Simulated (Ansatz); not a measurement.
Basis-set extrapolation for BH$_{7}$SSi$_{2}$ (PBE0-D4/def2-TZVP geometry, frozen core, Ansatz). Multiplicity 1, RHF reference.

|  | def2-TZVPP | def2-QZVPP |
| --- | --- | --- |
| HF | -1004.176635 | -1004.206591 |
| MP2 correlation | -0.552957 | -0.593815 |
| CCSD(T) correlation | -0.646691 | not run |

Energies in hartree. Use E(X) = E(∞) + A·exp(−7.88·√X) for Hartree–Fock and E(X) = E(∞) + B·X^(−2.97) for correlation, with X = 3 and 4, and add CCSD(T) minus MP2 of the smaller set to the MP2 limit.

**Question.** What is the CCSD(T) energy at the basis-set limit?

**Answer.** HF limit: -1004.206591 + (-0.029956) × 0.13774 = -1004.21072. MP2 limit: -0.593815 + (-0.040858) × 0.74074 = -0.62408. Higher-order term: -0.646691 − (-0.552957) = -0.09373. Total: -1004.92853 hartree, 276.2 kJ/mol below CCSD(T)/def2-TZVPP.
